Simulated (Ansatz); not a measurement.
Reactions of FH$_{5}$Si$_{3}$ (`F[SiH]1[SiH2][SiH2]1`).

Gas-phase electronic energies from Ansatz, PBE0-D4/def2-TZVP geometries. CCSD(T)/CBS adds triple-zeta CCSD(T) − MP2 to the extrapolated MP2 energy (def2 sets, frozen cores). This one scheme is used for every species, atoms too. Functionals use def2-TZVPP. No spin–orbit coupling; open shells (•) take unrestricted orbitals. Spin–orbit coupling would lower the free atoms: a little for F, Si. Each species was taken in one conformer, which may not be the lowest.

| reaction | CCSD/CBS(def2) (kcal/mol) | r2SCAN-D4 (kcal/mol) |
| --- | --- | --- |
| `F[SiH]1[SiH2][SiH2]1` + `Cl[Si]Cl` → `Cl[SiH]1[SiH2][SiH2]1` + `F[Si]Cl` | -5.0 | -4.2 |
| `F[SiH]1[SiH2][SiH2]1` + CH₃OH → `OC[SiH]1[SiH2][SiH2]1` + H–F | 30.2 | 30.8 |
| `F[SiH]1[SiH2][SiH2]1` + CH₄ → `C[SiH]1[SiH2][SiH2]1` + H–F | 27.6 | 28.7 |
| `F[SiH]1[SiH2][SiH2]1` + H₂O → `O[SiH]1[SiH2][SiH2]1` + H–F | 9.6 | 9.6 |
| `F[SiH]1[SiH2][SiH2]1` + H₂ → `[SiH2]1[SiH2][SiH2]1` + H–F | 19.6 | 22.0 |
| `F[SiH]1[SiH2][SiH2]1` → F• + 5 H• + 3 Si• | 644.1 | 654.9 |
| `F[SiH]1[SiH2][SiH2]1` + HCl → `Cl[SiH]1[SiH2][SiH2]1` + H–F | 5.5 | 6.0 |

(1) Give the CCSD(T)/CBS values in the same order. (An estimate is asked.)

Largest T1 diagnostic: 0.015, for `[SiH2]1[SiH2][SiH2]1`.

Results:

(1) Ansatz gave: -4.9, 29.1, 26.8, 9.3, 19.9, 652.9, 4.9 kcal/mol.
